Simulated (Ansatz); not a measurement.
C2H4FNOSi can be A, `CO[SiH](F)C#N`, or B, `OC1(F)C=N[SiH2]1`.

Calculated with Ansatz (gas phase, PBE0-D4/def2-TZVP geometries, no zero-point term in ΔE). CCSD(T)/CBS is the MP2 limit (def2-TZVPP, def2-QZVPP) plus CCSD(T) − MP2 in def2-TZVPP, frozen cores. Functionals use def2-TZVPP. B3LYP here is the variant with VWN-RPA as its local correlation; programs differ in this. One conformer a species, not always the lowest.

Task: Which isomer does CCSD(T)/CBS put lower? Give the gap. (An estimate is asked.)

Result: The calculation gave: A, by 399.4 kJ/mol.

Task: Give E(B) − E(A) in kJ/mol with PBE0-D4, B3LYP-D4, PBE-D4, B2PLYP, CCSD/def2-TZVPP, HF/def2-TZVPP, ωB97M-V. (Best estimate.)

Result: Ansatz gave: PBE0-D4 351.0, B3LYP-D4 389.8, PBE-D4 341.0, B2PLYP 407.3, CCSD/def2-TZVPP 408.2, HF/def2-TZVPP 435.9, ωB97M-V 379.9. None reverses the order clearly.

Largest T1 diagnostic: 0.013.

From PBE to PBE0 (25 % exact exchange), in def2-TZVPP and without D4, E(B) − E(A) moves by +9.5 kJ/mol. The D4 term adds −3.0 kJ/mol with B3LYP and −1.2 kJ/mol with PBE0; it sums over pairs of atoms, weighted by their polarisabilities, and B3LYP, whose exchange is more repulsive, gets the larger term.
